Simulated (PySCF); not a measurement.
Species: `CC[Si@H](F)N[SiH2]CF`. The columns A, B, C and D hold Mulliken, IAO, Hirshfeld and ESP-fitted charges (e) of one PBE0/pcSseg-1 density (PySCF), in a shuffled order. Coordinates in Å (GFN2-xTB); the density's dipole moment is (-0.17, 0.73, 0.67) D.

```
atom       x       y       z       A       B       C       D
  C1  -2.724  -0.054   1.118  -0.173  -0.312  -0.115  -0.411
  C2  -2.266  -0.741  -0.166  -0.161  -0.590  -0.162  -0.577
 Si3  -0.886   0.184  -1.078  +0.714  +1.149  +0.471  +1.325
  F4  -0.413  -0.730  -2.322  -0.317  -0.436  -0.203  -0.540
  N5   0.536   0.371  -0.115  -0.714  -0.861  -0.336  -0.963
 Si6   2.126  -0.256  -0.373  +0.509  +0.770  +0.376  +0.905
  C7   3.189   0.565   0.997  -0.157  -0.160  -0.068  -0.246
  F8   2.519   0.543   2.208  -0.211  -0.352  -0.127  -0.329
  H9  -1.900   0.033   1.823  +0.042  +0.115  +0.040  +0.135
 H10  -3.521  -0.621   1.596  +0.066  +0.127  +0.045  +0.147
 H11  -3.098   0.945   0.908  +0.047  +0.116  +0.039  +0.136
 H12  -1.925  -1.750   0.078  +0.068  +0.149  +0.045  +0.154
 H13  -3.124  -0.861  -0.829  +0.048  +0.143  +0.042  +0.151
 H14  -1.286   1.451  -1.677  -0.134  -0.133  -0.086  -0.172
 H15   0.392   0.819   0.776  +0.339  +0.228  +0.112  +0.277
 H16   2.652   0.170  -1.670  -0.092  -0.103  -0.077  -0.140
 H17   2.175  -1.711  -0.205  -0.099  -0.105  -0.083  -0.149
 H18   3.414   1.615   0.796  +0.108  +0.128  +0.044  +0.147
 H19   4.131   0.039   1.158  +0.118  +0.126  +0.044  +0.148
```

Which column most likely holds the ESP-fitted charges?

A. Σ q r misses the density's dipole by 0.02 D (A), 0.63 D (C), 1.75 D (D), 2.45 D (B). Charges fitted to the outside potential are the only set here that is tied to the molecule's multipoles.

And the Hirshfeld charges?

C. The mean sizes are 0.132 e (C), 0.217 e (A), 0.321 e (B), 0.371 e (D), and Hirshfeld charges are commonly the smallest of these schemes.

As computed, A = ESP-fitted, B = Mulliken, C = Hirshfeld, D = IAO. Hydrogens on carbon: ESP-fitted +0.04 to +0.12, Mulliken +0.11 to +0.15, Hirshfeld +0.04 to +0.04, IAO +0.14 to +0.15 e.

The Hirshfeld scheme weights the molecular density at each point by an atom's share of the summed free-atom densities. The ESP scheme is a least-squares fit of atom-centred charges to the potential on four shells outside the van der Waals surface, with the total charge fixed.

Isolated species at its GFN2-xTB geometry (one conformer only).

Conformer computed: `[CH3:1][CH2:2][Si@H:3]([F:4])[NH:5][SiH2:6][CH2:7][F:8]`: C1–C2–Si3–F4 175°, C2–Si3–N5–Si6 117°, Si3–N5–Si6–C7 173°, N5–Si6–C7–F8 44°.
